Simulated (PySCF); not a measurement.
# Fractional electron number in Er (erbium, neutral)

The 6s beta orbital of [Xe] 4f12 6s2 is emptied in steps (occupation f), with all orbitals relaxed, ending at [Xe] 4f12 6s1. All numbers are calculated (PySCF 2.14, a scalar-relativistic core potential, in def2-TZVP with the def2 core potential (28 electrons) (10s8p5d4f1g, 96 functions)). The exact energy is a straight line in f; departures are measured from the line between the end points of the same method.

```tsv
f	UHF (eV)
1	0.000
0.8	0.028
0.6	0.039
0.4	0.037
0.2	0.023
0	0.000
```

| method | E(f=0) − E(f=1) (eV) | −ε at f=1 (eV) | −ε at f=0.4 (eV) |
| --- | --- | --- | --- |
| UHF | 4.976 | 5.167 | 4.934 |

Orbital energy along the path (eV):

| f | UHF |
| --- | --- |
| 1 | -5.167 |
| 0.8 | -5.072 |
| 0.6 | -4.995 |
| 0.4 | -4.934 |
| 0.2 | -4.883 |
| 0 | -4.841 |

Reference removal energy between the ground levels: 6.108 eV (measured; NIST Atomic Spectra Database, ionization energies). The calculation has no spin-orbit coupling. UHF lacks correlation.
